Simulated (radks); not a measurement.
Problem. Valence configurations of Ag2+ (all share [Kr]). All-electron calculation, non-relativistic Kohn-Sham, PBE, spin-polarised, spherical densities, point nucleus; open shells are filled with parallel spins first (spin-orbit coupling, left out, can overturn this in heavy ions); relativity is left out, which matters for an element this heavy. Program: a radial shooting solver on a logarithmic mesh with Libxc functionals. Order these by energy: 4d8.5 5s0.5; 4d8 5p1; 4d7.5 5s0.5 5p1; 4d6.5 5s1.5 5p1; 4d9; 4d8.5 5p0.5; 4d7 5s2; 4d8 5s1; 4d7 5p2.

Solution. From the lowest, in eV above it: 4d9 0.000; 4d8.5 5s0.5 4.613; 4d8.5 5p0.5 7.616; 4d8 5s1 9.590; 4d8 5p1 15.870; 4d7.5 5s0.5 5p1 21.483; 4d7 5s2 22.461; 4d7 5p2 34.324; 4d6.5 5s1.5 5p1 35.276. NIST lists [Kr] 4d9 as the ground configuration; this level of theory agrees among the configurations tried. The energies are those of spherical high-spin densities, not of single terms. Relativity is left out, which favours d and f over s occupation in heavy atoms.
